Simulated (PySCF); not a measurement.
Isomers of C8H9NS. Theory: PySCF 2.14.0, PBE0-D3(BJ)/def2-SVP geometry optimisation, gas phase. One conformer each; no zero-point energy, no entropy. No frequencies were run at this level. Point groups hold within 0.08 Å.

Question: Rank from lowest to highest electronic energy at this level (kJ/mol).
A. `[CH3:1][C:2](=[S:3])[c:4]1[cH:5][cH:6][c:7]([NH2:8])[cH:9][cH:10]1` with C1–C2–C4–C5 0°
B. `[CH3:1][CH2:2][c:3]1[cH:4][s:5][c:6]2[cH:7][cH:8][nH:9][c:10]12` with C1–C2–C3–C4 109°

Answer: A (0.0), B (10.3).

As drawn, the lower has a C=S bond, which the higher lacks. Neighbours about 10 kJ/mol apart or less (CC(=S)c1ccc(N)cc1 and CCc1csc2cc[nH]c12) can change places with a better method, another conformer or zero-point energy.

```json
{"SMILES": "CC(=S)c1ccc(N)cc1", "E (Eh)": "-762.27805", "E rel (kJ/mol)": "0.0", "dipole (D)": "5.90", "point group": "near Cs", "A, B, C (MHz)": "2937, 636.2, 524.7"}
{"SMILES": "CCc1csc2cc[nH]c12", "E (Eh)": "-762.27414", "E rel (kJ/mol)": "10.3", "dipole (D)": "2.90", "point group": "C1", "A, B, C (MHz)": "1629, 1140, 706.1"}
```

Question: As an exercise, what shares would exp(−E/RT) give at 1000 K from these electronic energies alone (no entropy, no degeneracies)?

Answer: RT = 8.314 kJ/mol: CC(=S)c1ccc(N)cc1 77.5 %, CCc1csc2cc[nH]c12 22.5 %.
